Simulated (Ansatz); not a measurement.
Cost and result up the ladder for `CCC(C)(CC(C)(CC(C)(C)C(=O)OCc1ccccc1)C(=O)OC)C(=O)OC1CCOC1=O` (70 atoms). Total charge 0; singlet. Geometry: PBE-D4/def2-SVP.

Cartesian coordinates in Å:
```
C 4.454 1.314 0.313
C 4.353 -0.049 -0.369
C 2.956 -0.471 -0.949
C 3.097 -1.911 -1.469
C 1.886 -0.319 0.158
C 0.446 -0.888 -0.063
C -0.155 -0.431 -1.399
C -0.351 -0.370 1.179
C -1.876 -0.640 1.356
C -2.766 0.265 0.469
C -2.262 -2.114 1.170
C -2.211 -0.247 2.808
O -2.787 -0.954 3.615
O -1.808 1.021 3.075
C -2.150 1.549 4.384
C -3.518 2.183 4.373
C -3.672 3.532 3.998
C -4.945 4.119 3.948
C -6.080 3.359 4.272
C -5.937 2.013 4.645
C -4.664 1.426 4.694
C 0.538 -2.417 0.057
O 1.018 -2.998 1.014
O 0.034 -3.074 -1.020
C 0.096 -4.503 -0.943
C 2.671 0.534 -2.066
O 2.232 1.659 -1.908
O 3.042 0.056 -3.291
C 2.922 0.977 -4.395
C 1.652 0.730 -5.199
C 2.084 -0.408 -6.133
O 3.491 -0.193 -6.367
C 4.040 0.576 -5.378
O 5.213 0.844 -5.321
H 4.139 2.139 -0.357
H 3.831 1.371 1.228
H 5.503 1.507 0.619
H 4.642 -0.849 0.347
H 5.086 -0.107 -1.203
H 3.960 -1.998 -2.156
H 2.199 -2.253 -2.017
H 3.260 -2.597 -0.614
H 1.774 0.763 0.363
H 2.281 -0.791 1.081
H -1.151 -0.877 -1.569
H -0.242 0.672 -1.423
H 0.475 -0.745 -2.254
H -0.199 0.726 1.230
H 0.170 -0.796 2.062
H -3.826 0.188 0.786
H -2.717 -0.036 -0.594
H -2.464 1.327 0.551
H -2.135 -2.421 0.114
H -1.645 -2.775 1.808
H -3.320 -2.271 1.454
H -1.364 2.299 4.593
H -2.093 0.727 5.124
H -2.781 4.129 3.745
H -5.052 5.175 3.657
H -7.080 3.819 4.236
H -6.825 1.415 4.901
H -4.544 0.368 4.968
H -0.479 -4.873 -0.070
H 1.146 -4.846 -0.838
H -0.342 -4.881 -1.884
H 3.037 2.011 -4.021
H 1.413 1.641 -5.784
H 0.777 0.486 -4.566
H 1.571 -0.408 -7.114
H 1.952 -1.406 -5.661
```

Ansatz on 2 threads of AMD EPYC 7R13 on a shared host and a share (18 GiB) of an NVIDIA H100 80GB HBM3. Times are rough, and most runs start from the orbitals of an earlier one. PBE0-D4/def2-SVP serves as the yardstick here, not as an exact answer. Differences are given only for rows in sets of like size (and for xTB, whose basis is part of the method), since another set adds its own error. Binding counts from free atoms at the same level (C triplet, O triplet, H doublet; other spins of the atoms weren't run), without zero-point energy or a counterpoise term.

B3LYP takes the VWN-RPA correlation. Single mean-field runs in def2-SVP, def2-mTZVP are fitted with def2-universal-jkfit.

```json
{"level": "HF/STO-3G", "functions": "206", "wall time": "5.5 s", "binding energy per atom (eV)": "3.86", "difference from PBE0-D4/def2-SVP (eV)": "–"}
{"level": "HF/6-31G", "functions": "378", "wall time": "7.5 s", "binding energy per atom (eV)": "3.08", "difference from PBE0-D4/def2-SVP (eV)": "–"}
{"level": "BLYP-D4/def2-SVP", "functions": "656", "wall time": "8 s", "binding energy per atom (eV)": "4.69", "difference from PBE0-D4/def2-SVP (eV)": "-0.05"}
{"level": "B3LYP-D4/6-31G", "functions": "378", "wall time": "8.5 s", "binding energy per atom (eV)": "4.47", "difference from PBE0-D4/def2-SVP (eV)": "–"}
{"level": "PBE0-D4/def2-SVP (with forces)", "functions": "656", "wall time": "8.6 s", "binding energy per atom (eV)": "4.74", "difference from PBE0-D4/def2-SVP (eV)": "0.00"}
{"level": "BHLYP-D4/def2-SVP", "functions": "656", "wall time": "9 s", "binding energy per atom (eV)": "4.52", "difference from PBE0-D4/def2-SVP (eV)": "-0.22"}
{"level": "r2SCAN-D4/def2-SVP", "functions": "656", "wall time": "9 s", "binding energy per atom (eV)": "4.70", "difference from PBE0-D4/def2-SVP (eV)": "-0.03"}
{"level": "B3LYP-D4/def2-SVP", "functions": "656", "wall time": "9 s", "binding energy per atom (eV)": "4.67", "difference from PBE0-D4/def2-SVP (eV)": "-0.06"}
{"level": "PBE-D4/def2-SVP (with forces)", "functions": "656", "wall time": "11 s", "binding energy per atom (eV)": "4.84", "difference from PBE0-D4/def2-SVP (eV)": "0.11"}
{"level": "r2SCAN-D4/def2-mTZVP", "functions": "794", "wall time": "13 s", "binding energy per atom (eV)": "4.60", "difference from PBE0-D4/def2-SVP (eV)": "–"}
```
